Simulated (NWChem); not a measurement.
**Correlation energy of diphosphane (H4P2)**

```xyz
6

P      1.0086     0.5217     0.0000
P     -1.0086    -0.5217     0.0000
H      1.5409    -0.3163     1.0313
H      1.5409    -0.3163    -1.0313
H     -1.5409     0.3163     1.0313
H     -1.5409     0.3163    -1.0313
```
Charge 0, spin multiplicity 1.

Program: NWChem. The geometry was optimised at B3LYP/def2-SVP, a minimum by its harmonic frequencies. It is one conformer; others weren't searched.

Basis set: STO-3G. Each correlation energy counts from its own Hartree-Fock reference.

The correlated methods keep 10 core orbitals frozen. Coupled-cluster values serve here as a point of comparison, not as the truth.

```csv
method,correlation energy (mHa)
MP2,-78.7
SCS-MP2,…
CCSD,…
CCSD+T(CCSD),-115.0
CCSD(T),-115.0
CR-CCSD[T],-115.0
CR-CCSD(T),-115.0
CCSDT,-115.2
```

What belongs in the gaps?


- SCS-MP2, correlation energy (mHa): -91.8
- CCSD, correlation energy (mHa): -114.6
